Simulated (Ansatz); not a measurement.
Single points on the cluster ReO2⁺.

```yaml
crystal:
  periodic: [false, false, false]
  atoms:
    - {symbol: Re, position_ang: [-0.414017, -0.536766, -0.020847]}
    - {symbol: O, position_ang: [1.227008, -0.517722, -0.005704]}
    - {symbol: O, position_ang: [-0.812991, 1.054488, 0.026551]}
basis:
  gaussian: {orbitals: def2-SVP, initial_orbitals: start.molden}
total_charge: 1
hamiltonian: {xc: pbe, dispersion: d4}
scf: {omitted_lower_state_checks: [starts]}
output: {orbitals: {seedname: orbitals}}
```

The file start.molden holds the orbitals of an earlier run on this structure, at another level or in another basis.

```sh
$ ansatz run in.yaml --threads 4 --pin off --events-out ev --progress --plain --max-ram 3916MiB
```

It prints (some lines left out):

```
Functional definition: PBE
  name "PBE"
  cite "Perdew, Burke & Ernzerhof, Phys. Rev. Lett. 77, 3865 (1996) doi:10.1103/PhysRevLett.77.3865"
  parent pbe
  parameter kappa = 0.804
  parameter beta = 0.06672455060314922
  exchange = pbe_x(kappa = kappa, mu = beta*pi^2/3)
  correlation = pbe_c(beta = beta)
these checks for a lower state are left out or cut short: starts
583 factors; their error is unknown
mean field evaluation 1: about -6208.9005 eV, gradient 2.2e1 eV
mean field evaluation 2: about -6209.1725 eV, gradient 3.9e-1 eV
mean field evaluation 4: about -6209.1365 eV, gradient 1.9e-1 eV
mean field -6209.13655975 eV, -228.1815598670 hartree, gradient 7.5e-5 eV, S^2 0.000000; 0 other end points of the search recorded, 0 dependent functions left out
reference -6209.13660353 eV, -228.1815614757 hartree; 15, 15 occupied and 45, 45 virtual orbitals, 583 factors
Total energy: -6209.18303358 eV, -228.1832677486 hartree
Checks for a lower state left out: starts
```

Hardware: 4 threads of Arm Neoverse V2 on a shared host. Wall time 0.35 s.

As the first input, with `gaussian: {orbitals: def2-TZVP, initial_orbitals: start.molden}`, `hamiltonian: {xc: {name: wB97X-V}}` (abridged; 2.6 s):

```
Functional definition: wB97X-V
mean field -6213.48520217 eV, -228.3413695282 hartree, gradient 2.4e-5 eV, S^2 0.000000
Total energy: -6213.48520057 eV, -228.3413694692 hartree
Checks for a lower state left out: starts
```

The first input with `gaussian: {orbitals: def2-TZVPP, initial_orbitals: start.molden}`, `correlation: {method: ccsd_t}` and without the key `hamiltonian` (abridged; 5.5 s):

```
Functional definition: HF
mean field evaluation 16: about -6164.1514 eV, gradient 4.6e-1 eV
mean field evaluation 32: about -6173.3730 eV, gradient 8.1e-1 eV
mean field evaluation 64: about -6169.4886 eV, gradient 2.0e1 eV
mean field -6174.72342539 eV, -226.9169005052 hartree, gradient 4.7e-6 eV, S^2 0.000000; 1 other end points of the search recorded, 0 dependent functions left out; unrestricted orbitals would lower it
determinant -6174.72342539 eV, -226.9169005052 hartree, with singles and doubles -6200.65920878 eV, -227.8700229647 hartree
determinant -6173.36214864 eV, -226.8668745073 hartree, with singles and doubles -6198.72895295 eV, -227.7990873716 hartree
2 core orbitals not correlated: weight in the atoms' cores, before any rotation towards them, 1.000 or more for the frozen orbitals, at most 0.000 for the correlated occupied ones
second order -28.50474912 eV of doubles, -0.00000000 eV of singles
cycle   1  -25.82398699 eV  change    -1.5e0 eV  update   4.6e-2
cycle   2  -25.91318939 eV  change   -8.9e-2 eV  update   2.0e-2
cycle   3  -25.89366790 eV  change    2.0e-2 eV  update   1.9e-2
cycle   4  -25.91450543 eV  change   -2.1e-2 eV  update   1.3e-2
cycle   5  -25.91117738 eV  change    3.3e-3 eV  update   9.8e-3
cycle   6  -25.93378536 eV  change   -2.3e-2 eV  update   5.2e-3
cycle   7  -25.92934043 eV  change    4.4e-3 eV  update   2.9e-3
cycle   8  -25.93586240 eV  change   -6.5e-3 eV  update   1.5e-3
cycle   9  -25.93298649 eV  change    2.9e-3 eV  update   6.7e-4
cycle  10  -25.93297043 eV  change    1.6e-5 eV  update   2.6e-4
cycle  11  -25.93296032 eV  change    1.0e-5 eV  update   1.1e-4
cycle  12  -25.93302027 eV  change   -6.0e-5 eV  update   4.6e-5
cycle  13  -25.93297248 eV  change    4.8e-5 eV  update   1.9e-5
cycle  14  -25.93301262 eV  change   -4.0e-5 eV  update   8.3e-6
cycle  15  -25.93300417 eV  change    8.5e-6 eV  update   3.8e-6
perturbative correction -1.84482122 eV, -0.0677959292 hartree
Total energy: -6202.50125078 eV, -227.9377167597 hartree
Checks for a lower state left out: starts
```

The first input with `gaussian: {orbitals: def2-TZVP, initial_orbitals: start.molden}`, `hamiltonian: {xc: pbe}`, `correlation: {method: rpa}` and without the key `output` (abridged; 1.7 s):

```
Functional definition: PBE
mean field -6214.37215216 eV, -228.3739643390 hartree, gradient 1.8e-6 eV, S^2 0.000000; unrestricted orbitals would lower it
mean field evaluation 16: about -6174.7595 eV, gradient 2.3e0 eV
2 core orbitals not correlated: weight in the atoms' cores, before any rotation towards them, 1.000 or more for the frozen orbitals, at most 0.000 for the correlated occupied ones
Total energy: -6207.74029808 eV, -228.1302481968 hartree
Checks for a lower state left out: starts
```

First input, but with `gaussian: {orbitals: def2-TZVP, initial_orbitals: start.molden}`, `hamiltonian: {xc: r2scan, dispersion: d4}` (abridged; 1.2 s):

```
Functional definition: r2SCAN
mean field -6215.84657098 eV, -228.4281482314 hartree, gradient 1.3e-5 eV, S^2 0.000000
Total energy: -6215.85579057 eV, -228.4284870451 hartree
Checks for a lower state left out: starts
```

The first input with `gaussian: {orbitals: def2-TZVP, initial_orbitals: start.molden}`, `hamiltonian: {xc: {name: BHLYP}, dispersion: d4}` (abridged; 0.75 s):

```
Functional definition: BHLYP
mean field -6209.48711836 eV, -228.1944426583 hartree, gradient 6.5e-5 eV, S^2 0.000000
Total energy: -6209.55536916 eV, -228.1969508287 hartree
Checks for a lower state left out: starts
```

As the first input, with `gaussian: {orbitals: def2-TZVP, initial_orbitals: start.molden}`, `hamiltonian: {xc: {name: r2SCANh}, dispersion: d4}` (abridged; 1.2 s):

```
Functional definition: r2SCANh
mean field -6214.50346283 eV, -228.3787899174 hartree, gradient 3.4e-6 eV, S^2 0.000000
Total energy: -6214.51362890 eV, -228.3791635134 hartree
Checks for a lower state left out: starts
```

Geometry: PBE0-D4/def2-TZVP.

In the def2 sets Re takes a core potential; there is no spin–orbit coupling. Correlated methods freeze 2 core orbitals; core or outer-core shells of Re are correlated, in sets that lack core-valence functions. The restricted singlet is unstable towards broken spin symmetry at other levels; at PBE-D4/def2-SVP, ωB97X-V/def2-TZVP, BHLYP-D4/def2-TZVP, r2SCANh-D4/def2-TZVP this wasn't settled. At CCSD(T)/def2-TZVPP, RPA@PBE/def2-TZVP, r2SCAN-D4/def2-TZVP the restricted singlet (for correlated methods, its reference) is unstable: a solution with broken spin symmetry lies lower. The order of the spin states hangs on the level: the triplet lies 0.43 eV below the singlet at PBE0-D4/def2-TZVP, but 1.05 eV above it at CCSD(T)/def2-TZVPP. The structure comes from a short search, and lower isomers may exist.
